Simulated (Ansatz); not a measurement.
Consider the redistribution: `O[SiH2][Se][SiH3]` + `[OH][GaH][Cl]` → `[SiH3][Se][GaH][Cl]` + `O[SiH2]O`.

Gas-phase electronic energies from Ansatz, PBE0-D4/def2-TZVP geometries. CCSD(T)/CBS adds triple-zeta CCSD(T) − MP2 to the extrapolated MP2 energy (def2 sets, frozen cores). Functionals use def2-TZVPP. B3LYP here is the variant with VWN-RPA as its local correlation; programs differ in this. For Ga, Se outer-core shells are correlated without core-valence functions, which leaves a few kJ/mol of doubt a bond. Scalar relativity is left out up to krypton. Each species was taken in one conformer, which may not be the lowest.

Problem. Is it downhill or uphill in electronic energy at CCSD(T)/CBS, and by how much? (An estimate is asked.)

Solution. Ansatz gave: Downhill: ΔE = -83.7 kJ/mol.

Problem. What do these levels give: PBE0-D4, ωB97X-V, ωB97M-V, PBE, PBE0, B3LYP, HF/def2-TZVPP, MP2/def2-TZVPP, CCSD/def2-TZVPP, CCSD(T)/def2-TZVPP, MP2/def2-QZVPP, SCS-MP2/def2-QZVPP? (Best estimate.)

Solution. Computed: PBE0-D4 -80.2, ωB97X-V -79.0, ωB97M-V -82.0, PBE -74.7, PBE0 -81.0, B3LYP -85.8, HF/def2-TZVPP -97.5, MP2/def2-TZVPP -82.3, CCSD/def2-TZVPP -85.5, CCSD(T)/def2-TZVPP -83.2, MP2/def2-QZVPP -82.3, SCS-MP2/def2-QZVPP -82.8 kJ/mol.

Largest T1 diagnostic among the species: 0.013.

In def2-TZVPP, CCSD(T) changes the Hartree–Fock value by +14.3 kJ/mol (the triples alone add +2.3 kJ/mol) and MP2 by +15.2 kJ/mol. From PBE to PBE0 (25 % exact exchange), in def2-TZVPP and without D4, ΔE moves by −6.2 kJ/mol.
